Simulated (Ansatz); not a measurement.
C3H5BO, SMILES `OCB1C=C1`, 10 atoms. The species carries charge 0 and has multiplicity 1. All runs use 2 threads of an Intel Xeon on a shared host. Correlated methods freeze the cores.

Question: How many basis functions does each run have, and how long does it take in Ansatz? RKS B97M-V/def2-TZVPP energy; RKS ωB97M-V/def2-SVP energy; RKS ωB97M-V/def2-QZVPP energy; RKS PBE0-D4/def2-SVP energy; RKS r2SCAN-D4/def2-TZVPP energy and forces; RHF-CCSD(T)/def2-TZVPP energy; direct RPA on PBE orbitals/def2-TZVPP energy; RKS revPBE-D4/def2-TZVPP energy; RKS PBE0-D4/def2-TZVP relaxation (11 steps); RKS PBE0-D4/def2-QZVPP energy; RHF-CCSD(T)/def2-SVP energy; RKS ωB97X-V/def2-TZVPP energy. (An estimate is asked.)

Answer: The calculation gave: Other jobs shared the machine, so times are rough.

```
                                level                    job  functions  wall time  peak host memory (GiB)
                 RKS PBE0-D4/def2-SVP                 energy         95      2.8 s                    0.43
             RKS revPBE-D4/def2-TZVPP                 energy        225      6.5 s                    0.24
                 RKS ωB97M-V/def2-SVP                 energy         95      8.6 s                    0.43
                 RHF-CCSD(T)/def2-SVP                 energy         95       11 s                    0.43
             RKS r2SCAN-D4/def2-TZVPP      energy and forces        225       12 s                    0.27
direct RPA on PBE orbitals/def2-TZVPP                 energy        225       13 s                    0.49
               RKS ωB97X-V/def2-TZVPP                 energy        225       17 s                    0.53
                RKS B97M-V/def2-TZVPP                 energy        225       19 s                    0.31
               RKS PBE0-D4/def2-QZVPP                 energy        435       20 s                     1.1
               RKS ωB97M-V/def2-QZVPP                 energy        435       41 s                     1.4
                RKS PBE0-D4/def2-TZVP  relaxation (11 steps)        185      2 min                    0.41
               RHF-CCSD(T)/def2-TZVPP                 energy        225    3.6 min                     3.8
```
